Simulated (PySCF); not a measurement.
A species of formula C4H3BF2O has this rotational fingerprint, computed with PySCF, PBE0-D3(BJ)/def2-SVP geometry optimisation, gas phase:

```
Rotational constants : A = 5910, B = 1162, C = 971.4 MHz
Dipole components    : |μa| = 2.10 D, |μb| = 0.72 D, |μc| = 0.00 D
Inertial defect      : 0.00 u·Å²
κ                    : -0.92
```

Question: Which structure is it? (One computed conformer of each.)
A. `FB(F)c1ccco1`
B. `FB(F)/C=C1\C=CO1`
C. `[CH2:1]=[C:2]=[C:3]([CH:4]=[O:5])[B:6]([F:7])[F:8]` with C2–C3–C4–O5 -1°

Answer: B. It is FB(F)/C=C1\C=CO1, a near-prolate asymmetric top, point group Cs. The candidates at the same level (rigid rotor, commonest isotopes):

| SMILES | A (MHz) | B (MHz) | C (MHz) | μa (D) | μb (D) | μc (D) | Δ (u·Å²) | point group | rotor |
| --- | --- | --- | --- | --- | --- | --- | --- | --- | --- |
| FB(F)/C=C1\C=CO1 | 5910 | 1162 | 971.4 | 2.10 | 0.72 | 0.00 | 0.00 | Cs | near-prolate asymmetric top |
| FB(F)c1ccco1 | 4919 | 1447 | 1118 | 2.65 | 0.65 | 0.00 | -0.01 | Cs | asymmetric top |
| C=C=C(C=O)B(F)F | 2545 | 1648 | 1008 | 0.25 | 1.99 | 0.04 | -3.99 | near Cs | asymmetric top |

`FB(F)c1ccco1` has B 24 % too high; `C=C=C(C=O)B(F)F` has A 57 % too low. In the right answer the mirror of this Cs structure is the ab plane, so μc vanishes by symmetry (the 0.01 D computed is a residue). No structure here is proved a minimum.
